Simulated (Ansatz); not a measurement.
Reaction (redistribution): `O=C[S][GaH2]` + `C=CC[SiH3]` → `C=C[CH2][GaH2]` + `O=CS[SiH3]`

Computed with Ansatz on PBE0-D4/def2-TZVP structures; ΔE is electronic, products minus reactants. CCSD(T)/CBS is the MP2 limit (def2-TZVPP, def2-QZVPP) plus CCSD(T) − MP2 in def2-TZVPP, frozen cores. Functionals use def2-TZVPP. B3LYP here is the variant with VWN-RPA as its local correlation; programs differ in this. For Ga outer-core shells are correlated without core-valence functions, which leaves a few kJ/mol of doubt a bond. Scalar relativity is left out up to krypton. Each species was taken in one conformer, which may not be the lowest.

```csv
level,ΔE (kJ/mol)
B3LYP-D4,40.8
r2SCAN0-D4,30.1
BHLYP-D4,44.3
B2PLYP,38.4
BLYP,45.6
B3LYP,45.1
r2SCAN0,30.4
CCSD/def2-SVP,48.3
```

(1) What does CCSD(T)/CBS give? (Best estimate.)

Largest T1 diagnostic among the species: 0.017.

Results:

(1) The calculation gave: +30.7 kJ/mol. The listed levels differ from it by 10.1, -0.6, 13.6, 7.7, 14.9, 14.4, -0.3, 17.6 kJ/mol.

The D4 term adds −4.3 kJ/mol with B3LYP and −1.9 kJ/mol with PBE0; it sums over pairs of atoms, weighted by their polarisabilities, and B3LYP, whose exchange is more repulsive, gets the larger term. At CCSD(T), def2-SVP lies +13.9 kJ/mol from the extrapolated value and def2-TZVPP +1.7 kJ/mol. In def2-TZVPP, CCSD(T) changes the Hartree–Fock value by −30.2 kJ/mol (the triples alone add −5.3 kJ/mol) and MP2 by −37.8 kJ/mol.
